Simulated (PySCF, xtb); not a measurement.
SiH2Cl2, SMILES Cl[SiH2]Cl.

GFN2-xTB (xtb) at its own geometry gives an orbital gap of 6.08 eV and a dipole moment of 1.63 D.

The structure is a stationary point at B3LYP-D3(BJ)/def2-TZVP. The isomer is the one that the SMILES or the coordinates give; other isomers of the formula were not compared.

What does PBE/def2-TZVPD (PySCF) give? (Estimate from the structure and the level; the computed values follow.)

gap 6.58 eV (levels -7.79 and -1.21 eV), dipole 1.15 D.
